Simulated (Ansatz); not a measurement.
The same path of C4H6AlF (12 atoms, charge 0, multiplicity 1) was run 3 times with different band settings. The coordinate that changes most is the dihedral F3–Al2–C4–C6.

Level of theory: Ansatz 0.2.0, RKS PBE/STO-3G.

Relaxed end points:

```xyz
12
Properties=species:S:1:pos:R:3
C -0.029 -2.307 0.548
Al 0.666 -0.914 -0.566
F 1.746 -1.255 -1.750
C 0.169 0.906 -0.387
C 0.246 2.179 -0.773
C -0.681 1.955 0.389
H -1.123 -2.405 0.440
H 0.408 -3.293 0.319
H 0.162 -2.107 1.616
H 0.670 2.930 -1.454
H -1.779 1.994 0.240
H -0.379 2.262 1.410
```

```xyz
12
Properties=species:S:1:pos:R:3
C -0.103 -2.403 0.549
Al 0.574 -0.922 -0.460
F 1.683 -1.161 -1.641
C 0.013 0.863 -0.157
C -0.727 1.751 0.505
C 0.139 2.361 -0.563
H -1.188 -2.536 0.396
H 0.381 -3.356 0.279
H 0.044 -2.259 1.634
H -1.472 1.957 1.285
H 1.046 2.934 -0.283
H -0.313 2.716 -1.511
```

Common settings: climbing image yes; spring 5.0 eV/Å²; optimiser quadratic models (default); start path IDPP; force threshold 0.05 eV/Å; end points relaxed.

| run | movable images | iteration limit |
| --- | --- | --- |
| 1 | 5 | 51 |
| 2 | 5 | 6 |
| 3 | 1 | 60 |

Problem. What does each run give, and how far can it be trusted?

Solution. Run 1: converged after 6 iterations, highest image 0.017 eV above the first end. A vibrational analysis at the climbing image gives no mode beyond 40i cm⁻¹: the surface is too flat there to confirm a saddle point.
Run 2: converged after 6 iterations, highest image 0.017 eV above the first end. Another band between the same ends (5 images) ends at a top of the same energy, where a vibrational analysis finds no clearly imaginary modes.
Run 3: converged after 5 iterations, highest image 0.017 eV above the first end. The dihedral F3–Al2–C4–C6 jumps by 94° between images 0 and 1, so the path isn't resolved there. Another band between the same ends (5 images) ends at a top of the same energy, where a vibrational analysis finds no clearly imaginary modes. So few images can step over the top or miss a turn of the path.
Limits of this set-up: minimal basis.
